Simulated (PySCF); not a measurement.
Frontier orbitals and the lowest excitations

Compound: CH₉NSeSi₂.
Structure used (PBE0-D3(BJ)/def2-SVP), in Å, numbered top down from 1:
```
atom  x, y, z in Å
C1    -1.7948   -0.9391    0.2792
Si2   -0.8348    0.5177   -0.3911
N3    -0.2945    1.4458    0.9644
Se4    1.0342   -0.1158   -1.5641
Si5    2.2613   -0.4779    0.3274
H6    -2.6786   -0.5989    0.8436
H7    -2.1421   -1.5806   -0.5441
H8    -1.1646   -1.5450    0.9475
H9    -1.6546    1.2554   -1.4037
H10   -0.8066    1.4243    1.8388
H11    0.2070    2.3180    0.8427
H12    3.4247   -1.3072   -0.1093
H13    1.4858   -1.2375    1.3521
H14    2.7808    0.7853    0.9269
```

Method: PySCF 2.14.0, density-fitted response routines, TDDFT wB97X-D/def2-SVPD, vertical, gas phase, core orbitals frozen in the response. Relativistic effects, spin–orbit coupling among them, are left out although an element past zinc is present.

Kohn–Sham orbitals with the atoms that hold most of them (Löwdin shares over 4%, at most four atoms; ? is withheld):

```csv
orbital,ε (eV),atoms
LUMO+2,2.01,"Se4 32%, Si2 21%, Si5 10%, H9 8%"
LUMO+1,1.79,"Se4 31%, Si5 17%, Si2 15%, H10 6%"
LUMO,1.50,"Se4 43%, Si5 24%, H14 8%, H13 7%"
HOMO,?,?
HOMO-1,-9.46,?
HOMO-2,-10.35,"Se4 44%, Si5 14%, Si2 10%, N3 10%"
HOMO-3,-10.67,"Se4 32%, Si5 22%, H12 14%, Si2 12%"
```

Task: Give the leading atoms of the HOMO.

Result: Se4 (bonded to 2 Si) 72%; Si5 (bonded to Se and 3 H) 9%; Si2 (bonded to C, N, Se and H) 7%. By element: selenium 72%, silicon 16%.

Task: Give the leading atoms of the HOMO-1.

Result: N3 (bonded to Si and 2 H) 47%; Se4 (bonded to 2 Si) 22%; Si2 (bonded to C, N, Se and H) 12%; H9 (bonded to Si) 7%.

Task: What is the HOMO energy, and the HOMO–LUMO gap?

Result: ε(HOMO) = -8.54 eV; the gap is 10.04 eV (0.3689 hartree).

Task: The HOMO–LUMO gap is 10.04 eV. Where does the response calculation put the lowest singlet, and from which orbitals?

Result: S1 is at 5.53 eV (f = 0.0076), 4.51 eV below the gap, made of HOMO→LUMO (82%). 

Next come S2 at 6.01 eV (f 0.031), HOMO→LUMO+1 (43%), HOMO→LUMO+2 (42%); S3 at 6.42 eV (f 0.029), HOMO→LUMO+1 (35%), HOMO→LUMO+2 (30%), HOMO→LUMO+3 (14%); S4 at 6.72 eV (f 0.0048), HOMO-1→LUMO (40%), HOMO-1→LUMO+1 (18%), HOMO-1→LUMO+2 (17%); S5 at 6.90 eV (f 0.034), HOMO→LUMO+3 (28%), HOMO→LUMO+5 (14%), HOMO→LUMO+4 (13%).

Löwdin shares depend on the basis, the more so with diffuse functions.

One conformer stands for the species.
